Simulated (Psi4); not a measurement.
Relaxed torsion scan: SMILES FB(F)B(F)F (B2F4). Scanned: dihedral F1–B2–B4–F5; all other coordinates were relaxed at GFN2-xTB. Points at φ and −φ are mirror images.

Geometry of the scan point at -150° (Å):
```
6

F      1.5108    -0.9487     0.7690
B      0.8506    -0.1170    -0.0078
F      1.6485     0.5806    -0.7876
B     -0.8584     0.0595     0.0111
F     -1.5726     0.3999    -1.0402
F     -1.5984    -0.1108     1.0857
```

Level of theory: Psi4 1.11 with DF-MP2 (frozen core)/cc-pVTZ // GFN2-xTB.

Scanned values (°): -150, -120, -90, -60, -30, 0, 30, 60, 90, 120, 150, 180.

Question: Locate the minima and the barriers on this grid.

Answer: Lower than their neighbours: -90° (0.0 kcal/mol), 90° (0.0 kcal/mol). Higher than their neighbours: 0° (0.1 kcal/mol), 180° (0.1 kcal/mol). The whole profile spans 0.1 kcal/mol.
